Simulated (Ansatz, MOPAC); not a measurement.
Species: SiPH₄ (charge -1, singlet). SMILES: [SiH3][PH-]

Atoms: Si1, P2, H3, H4, H5, H6. Bonds: Si1-P2, Si1-H3, Si1-H4, Si1-H5, P2-H6.

Bond lengths (Å) and angles (degrees) optimised at PM7 with MOPAC; HF/STO-3G with Ansatz (a first-principles code); MP2/6-31G* with Ansatz, each started from the B3LYP-D3(BJ)/def2-TZVP structure (Ansatz) of the last column. A row stands for all coordinates that are equal there; 7 of 9 kinds are shown. 6-31G* holds six Cartesian d functions. No wavenumbers were computed at HF/STO-3G, MP2/6-31G*, so these may be saddle points.

```json
[
 {"coordinate": "Si1-P2", "PM7": "1.596", "HF/STO-3G": "2.158", "MP2/6-31G*": "2.183", "B3LYP-D3(BJ)/def2-TZVP": "2.185"},
 {"coordinate": "Si1-H3", "PM7": "1.511", "HF/STO-3G": "1.437", "MP2/6-31G*": "1.508", "B3LYP-D3(BJ)/def2-TZVP": "1.505"},
 {"coordinate": "Si1-H4", "PM7": "1.508", "HF/STO-3G": "1.443", "MP2/6-31G*": "1.519", "B3LYP-D3(BJ)/def2-TZVP": "1.515"},
 {"coordinate": "P2-H6", "PM7": "1.487", "HF/STO-3G": "1.397", "MP2/6-31G*": "1.434", "B3LYP-D3(BJ)/def2-TZVP": "1.433"},
 {"coordinate": "P2-Si1-H3", "PM7": "110.8", "HF/STO-3G": "113.6", "MP2/6-31G*": "109.8", "B3LYP-D3(BJ)/def2-TZVP": "109.8"},
 {"coordinate": "P2-Si1-H4", "PM7": "130.7", "HF/STO-3G": "119.7", "MP2/6-31G*": "120.0", "B3LYP-D3(BJ)/def2-TZVP": "119.8"},
 {"coordinate": "Si1-P2-H6", "PM7": "138.5", "HF/STO-3G": "91.6", "MP2/6-31G*": "93.4", "B3LYP-D3(BJ)/def2-TZVP": "92.6"}
]
```

Mean signed difference of all 5 bond lengths from B3LYP-D3(BJ)/def2-TZVP: PM7 -0.108 Å, HF/STO-3G -0.055 Å, MP2/6-31G* 0.002 Å.
